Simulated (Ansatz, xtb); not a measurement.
## Two conformers of AlCl2H6NSi2

We compare a, `[SiH3][N]([SiH3])[Al]([Cl])[Cl]`, a singlet, with b, `[SiH3][N]([SiH3])[Al]([Cl])[Cl]`, a singlet. Both are isolated molecules in the gas phase, relaxed with PBE0-D4/def2-SVP.

a (Å):

```json
{"atom": "Al", "x (Å)": "-2.2916", "y (Å)": "0.8935", "z (Å)": "-0.0218"}
{"atom": "Cl", "x (Å)": "-4.2069", "y (Å)": "1.1247", "z (Å)": "-0.8102"}
{"atom": "Cl", "x (Å)": "-1.0569", "y (Å)": "2.5658", "z (Å)": "0.1897"}
{"atom": "N", "x (Å)": "-1.6223", "y (Å)": "-0.6700", "z (Å)": "0.4953"}
{"atom": "Si", "x (Å)": "0.0178", "y (Å)": "-0.7333", "z (Å)": "1.1493"}
{"atom": "Si", "x (Å)": "-2.4999", "y (Å)": "-2.1935", "z (Å)": "0.3987"}
{"atom": "H", "x (Å)": "0.1472", "y (Å)": "0.0977", "z (Å)": "2.3825"}
{"atom": "H", "x (Å)": "0.2974", "y (Å)": "-2.1611", "z (Å)": "1.4943"}
{"atom": "H", "x (Å)": "1.0238", "y (Å)": "-0.2706", "z (Å)": "0.1483"}
{"atom": "H", "x (Å)": "-2.6518", "y (Å)": "-2.8048", "z (Å)": "1.7544"}
{"atom": "H", "x (Å)": "-3.8501", "y (Å)": "-1.9295", "z (Å)": "-0.1765"}
{"atom": "H", "x (Å)": "-1.7746", "y (Å)": "-3.1686", "z (Å)": "-0.4719"}
```

b (Å):

```xyz
12

Al   -1.8901    0.7391    0.7598
Cl   -3.0528    2.2984    0.0041
Cl   -2.0607    0.2176    2.7732
N    -0.7648   -0.1354   -0.3025
Si   -0.0319   -1.6655    0.1764
Si   -0.3213    0.4806   -1.8935
H     1.3279   -1.4677    0.7637
H    -0.9024   -2.3482    1.1764
H     0.0997   -2.5308   -1.0361
H    -1.1685   -0.1120   -2.9724
H    -0.4665    1.9646   -1.9170
H     1.1049    0.1199   -2.1621
```

Task: Estimate E(b) − E(a) at the level CCSD(T)/def2-SVP + ΔMP2/def2-TZVPP.

Result: CCSD(T)/def2-SVP + ΔMP2/def2-TZVPP gives E(b) − E(a) = +0.002 eV, slightly favouring structure a, which is too small a margin to settle the true order.

How the difference moves with the method:

```csv
level,geometry,E(b) − E(a) (eV),departure from the last row (eV),"job, with rough time for the two"
PBE0-D4/def2-SVP,PBE0-D4/def2-SVP,+0.006,+0.004,"optimisation, 3.7 min"
HF/def2-SVP,PBE0-D4/def2-SVP,−0.002,−0.005,part of the CCSD(T) run
MP2/def2-SVP,PBE0-D4/def2-SVP,+0.007,+0.004,part of the CCSD(T) run
CCSD(T)/def2-SVP,PBE0-D4/def2-SVP,+0.007,+0.004,single point
CCSD(T)/def2-SVP + ΔMP2/def2-TZVPP,PBE0-D4/def2-SVP,+0.002,,"single point, 74 s"
```

The largest departure from CCSD(T)/def2-SVP + ΔMP2/def2-TZVPP is that of HF/def2-SVP, 0.005 eV. A small imaginary or near-zero mode remains, so no thermal terms are given. Levels run at GFN2-xTB geometries aren't shown. The last row adds to CCSD(T) the change of the MP2 difference between the two basis sets, here −0.004 eV.

The correlated steps freeze 26 core orbitals. Run with Ansatz 0.2.0, xtb 6.7.1; the last row on 2 threads of Arm Neoverse V2 on a shared host.
